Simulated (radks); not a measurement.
Task: Ionisation ladder of lutetium, from Lu XXIII to Lu XLIV. Each ion is in the ground configuration listed by NIST, and IE = E(next ion) - E(this ion). Calculated with a radial shooting solver on a logarithmic mesh with Libxc functionals: scalar-relativistic Kohn-Sham, exchange-only LDA, spin-polarised, spherical densities, point nucleus; open shells are filled with parallel spins first (spin-orbit coupling, left out, can overturn this in heavy ions).

| species | configuration | IE, Delta-SCF (eV) | <r> HOMO (bohr) |
|---|---|---|---|
| Lu XXIII | [Kr] 4d10 4f3 | 620.74 | 0.494 |
| Lu XXIV | [Kr] 4d10 4f2 | 665.26 | 0.485 |
| Lu XXV | [Kr] 4d10 4f1 | ? | 0.477 |
| Lu XXVI | [Kr] 4d10 | ? | 0.482 |
| Lu XXVII | [Kr] 4d9 | 989.58 | 0.478 |
| Lu XXVIII | [Kr] 4d8 | 1035.6 | 0.473 |
| Lu XXIX | [Kr] 4d7 | 1082.1 | 0.469 |
| Lu XXX | [Kr] 4d6 | 1128.9 | 0.465 |
| Lu XXXI | [Kr] 4d5 | 1188.8 | 0.461 |
| Lu XXXII | [Kr] 4d4 | 1237.7 | 0.457 |
| Lu XXXIII | [Kr] 4d3 | 1287.0 | 0.453 |
| Lu XXXIV | [Kr] 4d2 | 1336.8 | 0.449 |
| Lu XXXV | [Kr] 4d1 | 1386.9 | 0.445 |
| Lu XXXVI | [Kr] | 1613.0 | 0.442 |
| Lu XXXVII | [Ar] 3d10 4s2 4p5 | 1663.1 | 0.439 |
| Lu XXXVIII | [Ar] 3d10 4s2 4p4 | 1712.6 | 0.437 |
| Lu XXXIX | [Ar] 3d10 4s2 4p3 | 1776.6 | 0.434 |
| Lu XL | [Ar] 3d10 4s2 4p2 | 1828.1 | 0.431 |
| Lu XLI | [Ar] 3d10 4s2 4p1 | 1879.0 | 0.429 |
| Lu XLII | [Ar] 3d10 4s2 | ? | 0.417 |
| Lu XLIII | [Ar] 3d10 4s1 | 2134.1 | 0.415 |
| Lu XLIV | [Ar] 3d10 | ? | 0.186 |

Estimate the withheld Delta-SCF values.

Result: Lu XXV: 710.82 eV (NIST 713); Lu XXVI: 944.03 eV (NIST 941); Lu XLII: 2075.9 eV (NIST 2067); Lu XLIV: 3609.0 eV (NIST 3590).
